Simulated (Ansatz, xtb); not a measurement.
## Relative energy of two isomers of C3H8GeS

Structure X is `C=C(C)[S][GeH3]`, a singlet and structure Y is `C=[CH][GeH2][S]C`, a singlet. Both are isolated molecules in the gas phase, relaxed with PBE-D3(BJ)/def2-SVP; the shapes shown needn't be the lowest conformers.

X (Å):

```xyz
13

C    -1.3893    1.7058    1.2993
C    -0.2060    1.1069    1.5518
C     0.0262    0.1548    2.6915
Ge    2.2513   -0.3839    0.1658
S     1.2026    1.5745    0.5376
H    -1.5230    2.3851    0.4446
H    -2.2503    1.5347    1.9650
H    -0.8895    0.0411    3.3040
H     0.3108   -0.8553    2.3251
H     0.8542    0.5050    3.3417
H     3.3222   -0.0246   -0.8924
H     2.9353   -0.9332    1.4471
H     1.2539   -1.4363   -0.3880
```

Y (Å):

```xyz
13

C     0.9145   -1.0154   -0.2426
C     1.4090    0.2183   -0.4600
C    -0.7156    2.0588    1.8654
Ge    0.2965    1.7066   -1.0521
S     0.0619    3.1734    0.6312
H    -0.1456   -1.2597   -0.4324
H     1.5450   -1.8431    0.1275
H     2.4740    0.4244   -0.2496
H    -1.0900    1.1323   -1.4676
H     0.9487    2.5188   -2.1998
H    -1.7359    1.7580    1.5548
H    -0.7854    2.6307    2.8103
H    -0.0999    1.1542    2.0396
```

Problem. Estimate E(Y) − E(X) at the level CCSD(T)/def2-SVP + ΔMP2/def2-TZVPP.

Solution. Not settled: CCSD(T)/def2-SVP + ΔMP2/def2-TZVPP gives E(Y) − E(X) = −8.26 kJ/mol, but this leans on the basis-set step: CCSD(T) alone gives +5.17 kJ/mol.

The same difference at several levels:

| level | geometry | E(Y) − E(X) (kJ/mol) | departure from the last row (kJ/mol) | job, with rough time for the two |
| --- | --- | --- | --- | --- |
| PBE-D3(BJ)/def2-SVP | PBE-D3(BJ)/def2-SVP | +6.61 | +14.87 | optimisation, 38 s |
| HF/def2-SVP | PBE-D3(BJ)/def2-SVP | −7.86 | +0.39 | part of the CCSD(T) run |
| MP2/def2-SVP | PBE-D3(BJ)/def2-SVP | +6.01 | +14.27 | part of the CCSD(T) run |
| CCSD(T)/def2-SVP | PBE-D3(BJ)/def2-SVP | +5.17 | +13.43 | single point |
| CCSD(T)/def2-SVP + ΔMP2/def2-TZVPP | PBE-D3(BJ)/def2-SVP | −8.26 |  | single point, 28 s |

As drawn, Y has 1 C–Ge, 1 C–H in place of 1 C–C, 1 Ge–H.

PBE-D3(BJ)/def2-SVP, MP2/def2-SVP, CCSD(T)/def2-SVP put the two in the other order. The largest departure from CCSD(T)/def2-SVP + ΔMP2/def2-TZVPP is that of PBE-D3(BJ)/def2-SVP, 14.87 kJ/mol. Levels run at GFN2-xTB geometries aren't shown. The last row adds to CCSD(T) the change of the MP2 difference between the two basis sets, here −13.43 kJ/mol, a large step that makes the value less sure.

With thermal terms from frequencies at re-optimised GFN2-xTB minima (ideal gas, soft modes damped towards free rotors, one conformer each, 298.15 K, 1 atm): the zero-point term adds +2.87 kJ/mol; ΔH is −3.71 and ΔG −8.88 kJ/mol.

The correlated steps freeze 17 core orbitals; the filled d shell of Ge is correlated, in a basis made for valence electrons. Codes used: Ansatz 0.2.0, xtb 6.7.1; the last row on 4 threads of Intel(R) Xeon(R) Platinum 8375C CPU @ 2.90GHz (Ice Lake) on a shared host.
